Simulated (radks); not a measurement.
Values are calculated unless marked as measured or tabulated.
Species: Gd9+. Configuration: [Xe] 6s1 (not the ground configuration).

Level of theory: scalar-relativistic Kohn-Sham, PBE, spin-polarised, spherical densities, finite nucleus; open shells are filled with parallel spins first (spin-orbit coupling, left out, can overturn this in heavy ions); Fermi nuclear charge, rms radius 5.1569 fm (a radial shooting solver on a logarithmic mesh with Libxc functionals).

Energy parts (hartree):
total: -11242.6529
kinetic: 12074.7734
electron-nucleus: -27020.1429
Hartree: 3942.8130
exchange-correlation: -240.0964

Orbitals (lengths in bohr, moments of r in powers of bohr; r(max) is where P^2 peaks):
orbital  occ.  eigenvalue (hartree)      <r^2>   r(max)
1s up       1             -1848.392  0.0006550  0.01392
1s down     1             -1848.390  0.0006550  0.01392
2s up       1             -311.6941    0.01029  0.07903
2s down     1             -311.6929    0.01029  0.07903
2p up       3             -278.2058   0.008291  0.06397
2p down     3             -278.2045   0.008291  0.06397
3s up       1             -75.45106    0.06822   0.2244
3s down     1             -75.44946    0.06822   0.2244
3p up       3             -65.07732    0.06839   0.2202
3p down     3             -65.07569    0.06839   0.2202
3d up       5             -51.36757    0.05749   0.1804
3d down     5             -51.36604    0.05749   0.1804
4s up       1             -21.06043     0.3287   0.5101
4s down     1             -21.05744     0.3287   0.5101
4p up       3             -17.54107     0.3639   0.5299
4p down     3             -17.53784     0.3638   0.5299
4d up       5             -12.67232     0.4122   0.5434
4d down     5             -12.66854     0.4120   0.5434
5s up       1              -7.29081      1.418    1.076
5s down     1              -7.27973      1.414    1.077
5p up       3              -6.15134      1.675    1.161
5p down     3              -6.13763      1.666    1.161
6s up       1              -3.51296      4.888    2.082
6s down     0              -3.46260      4.832    2.077

The highest occupied level is 6s up at -95.592 eV. Spin moment in Bohr magnetons: 1. The density falls to 0.001 e/bohr^3 at r = 3.20 bohr. The electron density at the nucleus is 6.588e+05 e/bohr^3 (large components only). Summed over all electrons, <r^2> = 25.90 bohr^2, which gives a Langevin (diamagnetic) susceptibility term of -20.5 x 10^-6 cm^3/mol. The spin density at the nucleus is 155.9 e/bohr^3 (1s 0.5, 2s 0.2, 3s 0.0, 4s 0.0, 5s -1.0, 6s 156.2).
